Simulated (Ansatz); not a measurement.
`CO[Si](C)(O)F` + H–F → `C[Si](O)(F)F` + CH₃OH  (ligand exchange at the Si–O bond)

Isolated molecules relaxed with PBE0-D4/def2-TZVP in Ansatz; ΔE leaves out vibrations. CCSD(T)/CBS is the MP2 limit (def2-TZVPP, def2-QZVPP) plus CCSD(T) − MP2 in def2-TZVPP, frozen cores. This one scheme is used for every species. DFT in def2-TZVPP. B3LYP here is the variant with VWN-RPA as its local correlation; programs differ in this. Each species was taken in one conformer, which may not be the lowest.

Question: Is it downhill or uphill in electronic energy at CCSD(T)/CBS, and by how much? (Best estimate.)

Answer: Ansatz gave: Downhill: ΔE = -41.4 kJ/mol.

Question: What do these levels give: r2SCAN-D4, B3LYP-D4, ωB97X-V, ωB97M-V, r2SCAN, MP2/def2-TZVPP, SCS-MP2/def2-TZVPP, CCSD/def2-TZVPP, HF/def2-QZVPP, SCS-MP2/def2-QZVPP, HF/CBS(def2), MP2/CBS(def2)? (Best estimate.)

Answer: Ansatz gave: r2SCAN-D4 -46.7, B3LYP-D4 -43.0, ωB97X-V -44.9, ωB97M-V -44.5, r2SCAN -48.6, MP2/def2-TZVPP -39.9, SCS-MP2/def2-TZVPP -43.5, CCSD/def2-TZVPP -43.8, HF/def2-QZVPP -55.0, SCS-MP2/def2-QZVPP -43.6, HF/CBS(def2) -55.2, MP2/CBS(def2) -39.4 kJ/mol.

Largest T1 diagnostic among the species: 0.011.

The D4 term adds +9.4 kJ/mol with B3LYP and +5.4 kJ/mol with PBE0; it sums over pairs of atoms, weighted by their polarisabilities, and B3LYP, whose exchange is more repulsive, gets the larger term. In def2-TZVPP, CCSD(T) changes the Hartree–Fock value by +12.3 kJ/mol (the triples alone add +2.0 kJ/mol) and MP2 by +14.3 kJ/mol.
